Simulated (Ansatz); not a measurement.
CH₈FNSi₂ (`NC(F)([SiH3])[SiH3]`), relaxed with RKS PBE0-D4/def2-TZVP in Ansatz 0.2.0 from a PBE-D4/def2-SVP geometry. The force threshold is 0.005 eV/Å; the program also tests the step.

Charge 0, multiplicity 1.

Start:

```xyz
13

N    -0.963   -0.369   -1.234
C     0.081   -0.310   -0.290
F     1.143   -1.296   -0.542
Si   -0.562   -0.762    1.462
Si    0.990    1.379   -0.391
H    -1.489   -1.252   -1.230
H    -0.680   -0.142   -2.196
H     0.590   -0.906    2.413
H    -1.290   -2.076    1.344
H    -1.508    0.289    1.974
H     1.368    1.596   -1.833
H     2.226    1.351    0.459
H     0.094    2.498    0.064
```

Problem. By how much does the energy fall, and how many steps does the optimiser take? (Estimate.)

Solution. Ansatz gave: 1.05 kcal/mol, in 7 steps.

Problem. Which bonds change most? (Estimate.)

Solution. The calculation gave: C2–F3 from 1.471 to 1.447 Å; Si4–H10 from 1.504 to 1.485 Å; Si5–H13 from 1.504 to 1.485 Å; Si5–H11 from 1.507 to 1.488 Å.

Problem. Give the relaxed structure. (An estimate is asked.)

Solution. The calculation gave: 
```xyz
13

N    -0.930   -0.390   -1.230
C     0.107   -0.324   -0.286
F     1.143   -1.301   -0.546
Si   -0.558   -0.748    1.448
Si    0.975    1.368   -0.383
H    -1.453   -1.257   -1.221
H    -0.655   -0.155   -2.174
H     0.572   -0.927    2.391
H    -1.339   -2.010    1.336
H    -1.442    0.345    1.927
H     1.297    1.628   -1.812
H     2.218    1.343    0.426
H     0.066    2.427    0.125
```
